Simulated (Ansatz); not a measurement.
Mulliken charges of C2H3FSn (`F[C]1=[CH][SnH2]1`) from r2SCAN/def2-TZVPP in Ansatz (PBE0-D4/def2-TZVP geometry).

| atom | x (Å) | y (Å) | z (Å) | charge (e) |
| --- | --- | --- | --- | --- |
| F1 | 0.934 | -1.531 | 1.585 | -0.173 |
| C2 | 0.446 | -0.729 | 0.648 | 0.005 |
| C3 | 0.478 | -0.775 | -0.672 | -0.294 |
| Sn4 | -0.578 | 0.950 | -0.033 | 0.583 |
| H5 | 0.886 | -1.435 | -1.428 | 0.078 |
| H6 | -2.277 | 0.978 | -0.077 | -0.099 |
| H7 | 0.172 | 2.475 | -0.069 | -0.099 |

Problem. By hand: the dipole of these point charges (1 e Å = 4.8032 D).

Solution. Σ q r = (-0.359, 0.589, -0.190) e Å, of length 0.715 e Å = 3.43 D.

Problem. How does the dipole of the full density compare? (An estimate is asked.)

Solution. Computed: (-0.161, 0.265, -0.209) e Å, 1.80 D; the point charges give 1.91 times that, at 19° from its direction.

Point charges leave out the atoms' own dipoles, such as those of lone pairs, and Mulliken's split depends on the basis, so the two needn't agree.
